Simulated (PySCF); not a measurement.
# Bond lengths and vibrations by method: AlBFH3N cation

All numbers below are calculated, not measured. They come from PySCF 2.14.0, an open-source quantum chemistry program, on an isolated molecule that a program drew, which may never have been made. The molecule is AlBFH3N cation (charge +1, singlet), drawn as the SMILES string `N[B+][AlH][F]`.

The geometry was optimised and harmonic frequencies were computed with HF and MP2, all in the cc-pV(D+d)Z basis, for the commonest isotopes, with a restricted reference for singlets and an unrestricted one otherwise, and a frozen core in MP2. Each result is a local minimum of its method.

Geometry at the HF minimum:
```xyz
7
AlBFH3N cation, angstrom
N     1.5181    2.8024    0.1022
B     0.7328    1.8203    0.5140
Al   -0.4973    0.1378    1.2342
F     0.5801   -0.8913    1.9016
H     2.5205    2.7904    0.2318
H     1.1762    3.6284   -0.3681
H    -2.0307    0.1072    1.0601
```

Lengths of the bonds as drawn, in Å (atoms numbered as above):
```
bond,HF,MP2
N1-B2,1.323,1.338
B2-Al3,2.205,2.199
Al3-F4,1.633,1.655
N1-H5,1.011,1.027
N1-H6,1.010,1.026
Al3-H7,1.544,1.547
```

Rotational constants, in GHz:
```
constant     HF    MP2
       A  16.63  16.26
       B  2.519    2.5
       C  2.188  2.167
```

Harmonic frequencies in cm^-1, each column in rising order, so a row needn't be the same motion in every method:
```
rank    HF   MP2
   1   110   100
   2   139   149
   3   255     ?
   4   310   290
   5   416   407
   6   493   478
   7   626   603
   8   671   614
   9   821   730
  10   896   863
  11  1538  1434
  12  1739  1636
  13  2152  2109
  14  3689  3507
  15  3783  3610
```

**Estimate the missing MP2 frequency from the HF column.**

A single factor s that minimises the squared misfit of MP2 against s times HF over the other rows is sum(HF x MP2) / sum(HF^2) = 0.9527, with an rms misfit of 25 cm^-1. For rank 3 it gives 0.9527 x 255 = 243 cm^-1. The calculation gives 236 cm^-1, 7 cm^-1 below the estimate. The drawn bonds are on average 0.9 % longer in MP2 than in HF.
